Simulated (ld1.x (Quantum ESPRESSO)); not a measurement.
# LDA (PZ) PAW dataset for F (Z = 9), scalar-relativistic all-electron reference.

F, PAW, made with ld1.x (Quantum ESPRESSO) 7.5 (LDA (PZ), scalar-relativistic). Core [He], reference 2s2 2p4 (charge +1). Waves: 2s (bound): rcut 0.50, rcutus 0.60 bohr; 2s channel at -1.85 Ry: rcut 0.50, rcutus 0.60 bohr; 2p (bound): rcut 1.40, rcutus 1.55 bohr; 2p channel at -1.75 Ry: rcut 1.40, rcutus 1.55 bohr. Local part: all-electron potential smoothed inside 1.40 bohr (lloc = -2). Core correction: a·sin(br)/r model core inside 0.50 bohr. Augmentation charge: GAUSS, radius 0.55 bohr.

Poles of the logarithmic derivatives, all-electron (AE) and pseudo (PS). s: poles at -2.8 (AE) and -2.8 (PS) Ry. p: poles at -1.4 (AE) and -1.4 (PS) Ry. Test radius 1.71 bohr.

* Configuration tests: test run stopped at test 9 of 9 (negative rho), 3 before it not solved; not counted: 2s2 2p5 (solver errors, printed error -542 eV); 2s2 2p5.3 (solver errors, printed error -654 eV); 2s2 2p4 (spin-polarised) (solver errors, printed error -446 eV)
* Lowest eigenvalue of the overlap operator: -0.76 (s channel); it is negative, so in a basis up to 400 Ry S is not positive definite and the file is unfit for use

The ghost test of this file was not conclusive. Its overlap operator is not positive definite in a basis up to 400 Ry (lowest eigenvalue s -0.76), so the file is unfit for use: the generalised eigenproblem breaks down once the basis is large enough, and its test numbers describe a broken file.
